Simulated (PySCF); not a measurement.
## Polarisability and C₆ of Tl+ (thallium, charge +1)

[Xe] 4f14 5d10 6s2, closed-shell 1S. Computed with PySCF 2.14 in aug-cc-pVQZ-DK3, with the spin-free X2C one-electron Hamiltonian (Gaussian nucleus). Coupled (time-dependent) response in atomic units; α is the mean over directions.

```csv
method,mean α (bohr³),C₆ (like pair),S(−4)
M06-L,21.17,169.4,134.5
```

S(−4) is the Cauchy moment in α(ω) = α(0) + S(−4) ω² + …

α(iu) at M06-L:

```
u (hartree)  α(iu) (bohr³)
          0          21.17
     0.0500          20.84
      0.100          19.93
      0.200          17.15
      0.300          14.25
      0.500          10.00
      0.750          7.015
       1.00          5.302
       1.50          3.422
       2.00          2.410
       3.00          1.370
       5.00         0.5988
```

A single London oscillator, α(iu) = α/(1 + u²/ω²), gives C₆ = (3/4) ω α². Matching the computed C₆ needs ω = 4 × 169.4 / (3 × 21.17²) = 0.504 hartree.

For an ion, C₆ is the dispersion term alone; charge-induced terms of lower order in 1/R come first.

Spin-orbit coupling, which splits the p, d and f shells strongly at this Z, is absent.
